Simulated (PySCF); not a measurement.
This PySCF input asks for the NMR shieldings of `C/C=C/C[SiH2]SC`, C5H12SSi; the geometry comes from GFN2-xTB.

```python
import basis_set_exchange as bse
import numpy as np
from pyscf import gto, dft
from pyscf.prop import nmr

atoms = """
C    -3.746705    0.331979    0.215775
C    -2.442947   -0.221687   -0.255086
C    -1.460177   -0.615839    0.537625
C    -0.152188   -1.146398    0.067878
Si    1.216858    0.133828    0.356473
S     3.048360   -0.745198   -0.334660
C     4.182136    0.634596    0.001284
H    -3.794956    0.342603    1.301999
H    -3.879233    1.349991   -0.151019
H    -4.573697   -0.265405   -0.167734
H    -2.327905   -0.294817   -1.329397
H    -1.571867   -0.538804    1.611587
H     0.092195   -2.063338    0.607265
H    -0.207170   -1.395347   -0.992635
H     1.389891    0.461529    1.773130
H     0.990987    1.363900   -0.403347
H     5.168610    0.318313   -0.319963
H     4.188735    0.850859    1.064626
H     3.869269    1.508485   -0.560935
"""
names = dict.fromkeys(["C", "Si", "S", "H"], "pcSseg-1")
basis = {el: gto.basis.parse(bse.get_basis(n, elements=[el], fmt="nwchem")) for el, n in names.items()}
mol = gto.M(atom=atoms, basis=basis, charge=0, verbose=0)
mf = dft.RKS(mol, xc="PBE0")
mf.grids.level = 2
mf.grids.alignment = dft.numint.BLKSIZE   # the property module wants whole blocks of grid points
mf.conv_tol = 1e-9
mf.kernel()

calc = nmr.RKS(mf)   # GIAO
C = mf.mo_coeff
Co = C[:, mf.mo_occ > 0]
resp = mf.gen_response(singlet=True, hermi=2)
def vind(x):   # induced exchange potential for any number of trial vectors
    d = np.einsum("pi,xij,qj->xpq", C, 2 * x.reshape(-1, C.shape[1], Co.shape[1]), Co, optimize=True)
    return np.einsum("xpq,pi,qj->xij", resp(d - d.transpose(0, 2, 1)), C, Co, optimize=True).ravel()
mo1, _ = nmr.rhf.solve_mo1(calc, with_cphf=vind)
sigma = calc.kernel(mo1)
for i, s in enumerate(sigma):   # ppm
    w = np.linalg.eigvalsh((s + s.T) / 2)
    print("%2d %-2s iso %8.1f  s11 %8.1f  s22 %8.1f  s33 %8.1f" % (i, mol.atom_pure_symbol(i), w.mean(), *w))
```

Question: Give the expected output.

Answer: 
```
 0 C  iso    164.8  s11    152.1  s22    155.7  s33    186.5
 1 C  iso     52.3  s11    -59.2  s22     68.2  s33    147.9
 2 C  iso     55.8  s11    -54.1  s22     76.4  s33    145.3
 3 C  iso    165.5  s11    147.5  s22    158.1  s33    190.8
 4 Si iso    370.8  s11    333.5  s22    352.1  s33    426.7
 5 S  iso    721.1  s11    623.7  s22    635.2  s33    904.4
 6 C  iso    172.7  s11    163.3  s22    163.6  s33    191.1
 7 H  iso     30.0  s11     26.5  s22     29.6  s33     34.1
 8 H  iso     29.9  s11     25.9  s22     27.9  s33     35.8
 9 H  iso     29.8  s11     25.9  s22     27.5  s33     36.1
10 H  iso     25.9  s11     23.5  s22     24.1  s33     30.1
11 H  iso     26.0  s11     23.6  s22     24.8  s33     29.7
12 H  iso     29.8  s11     24.9  s22     29.5  s33     34.9
13 H  iso     29.7  s11     25.3  s22     30.3  s33     33.4
14 H  iso     27.1  s11     23.3  s22     26.2  s33     31.7
15 H  iso     27.3  s11     23.6  s22     26.5  s33     31.7
16 H  iso     29.6  s11     23.7  s22     26.7  s33     38.4
17 H  iso     29.8  s11     24.1  s22     27.7  s33     37.5
18 H  iso     29.8  s11     24.1  s22     27.9  s33     37.4
```

These numbers come from an equivalent density-fitted implementation of the same equations, which agrees with the script to about 0.01 ppm for H and up to a few tenths of a ppm for heavy atoms, so last digits may differ.

Question: Turn these shieldings into chemical shifts. Referencing at the same level of theory: $^{13}$C (σ = 186.93 ppm), $^{29}$Si (σ = 349.16 ppm), $^{1}$H (σ = 31.72 ppm) against TMS; $^{33}$S (σ = 503.73 ppm) against CS2.

Answer: Averaging equivalent atoms: C 1: 134.6; C 2: 131.1; C 0: 22.2; C 3: 21.5; C 6: 14.3; Si 4: -21.6; S 5: -217; H 10: 5.83; H 11: 5.68; H 14/15: 4.55; H 16/17/18: 2.01; H 12/13: 1.99; H 7/8/9: 1.80 ppm. 

Size and cost of the density-fitted run: 193 basis functions, 79 s wall time on 1 thread of an Intel Xeon, shared host; peak memory 0.85 GiB.
